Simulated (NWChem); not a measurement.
Species: Si2H3F, singlet; SMILES F[Si][SiH3]

```xyz
6

Si     0.5223    -0.8814     0.4468
F     -0.6483    -1.4746    -0.5436
Si    -0.0806     1.4523     0.0701
H      0.7829     2.4131     0.8287
H     -1.5071     1.6731     0.4788
H      0.0310     1.7682    -1.3923
```
Atoms are numbered in this order, from 1.

Results from NWChem. Geometry optimised at PBE0/def2-SVP; all other runs use it. Low-valent species are run as closed-shell singlets; no triplet was tried in these runs.

| quantity | level | value |
|---|---|---|
| −ε(HOMO) (eV) | PBE/def2-SVP | (withheld) |
| dipole in solution (D) in water | PBE0/def2-SVP, SMD | (withheld) |
| vertical, lowest state with f > 0.02, singlet (eV) | PBE/def2-SVPD, TDA | 4.56 |
| anisotropy (bohr³), static | PBE/def2-SVPD | (withheld) |
| dipole (D) | PBE0/def2-SVP | 0.88 |
| highest harmonic frequency (cm⁻¹) | PBE0/def2-SVP | 2217 |

Problem. What belongs in the gaps?

Solution. 
- −ε(HOMO) (eV), value: 5.38
- dipole in solution (D) in water, value: 1.14
- anisotropy (bohr³), static, value: 35.7
